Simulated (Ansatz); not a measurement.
`FC[O][ZnH]`. The species carries charge 0 and has multiplicity 1. For Zn the d shell is correlated and the shells below it are frozen. Scalar relativity is left out up to krypton.

```xyz
7

F     0.1205    0.1355   -1.3063
C    -0.7511    0.6125   -0.2813
O    -0.3530    0.1098    0.8975
Zn    1.1036   -0.9601    0.7620
H    -0.6750    1.7063   -0.3308
H    -1.7514    0.2724   -0.5788
H     2.3065   -1.8763    0.8377
```

Give the diagnostics of a CCSD(T)/def2-TZVPP run (frozen core, the Gaussian-basis code of Ansatz). (Best estimate.)

The calculation gave: T1 = 0.0158, largest single amplitude 0.027, largest double 0.028, (T) share of the correlation energy 3.2 %, 10 CCSD cycles. The RHF solution is stable towards an unrestricted one. T1 lies under the customary mark of 0.02 for closed shells.
